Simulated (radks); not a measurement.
Problem. These are the eigenvalues of the occupied orbitals of an atom or ion with whole-number occupations (hartree). Method: scalar-relativistic Kohn-Sham, BP86, spin-unpolarised, spherical densities, finite nucleus; Fermi nuclear charge, rms radius of each element as measured or else 0.836 A^(1/3) + 0.57 fm; computed with a radial shooting solver on a logarithmic mesh with Libxc functionals.

| orbital | eigenvalue |
|---|---|
| 1s | -491.5995 |
| 2s | -65.72045 |
| 2p | -58.20742 |
| 3s | -10.73853 |
| 3p | -8.36465 |
| 3d | -4.43590 |
| 4s | -2.48208 |
| 4p | -1.92881 |

Which element is it, and in what charge state? The configuration may be excited.

Solution. Z = 35, bromine, charge +4: Br4+ in [Ar] 3d10 4s2 4p1. The list shows which subshells hold electrons but not how many an open one holds; the 1s level, -491.6 hartree, gives Z - s = 31.4 by -(Z - s)^2/2, which with screening and relativity narrows Z to a few neighbours, and the depths of the outer levels then fix element, charge and occupations together.
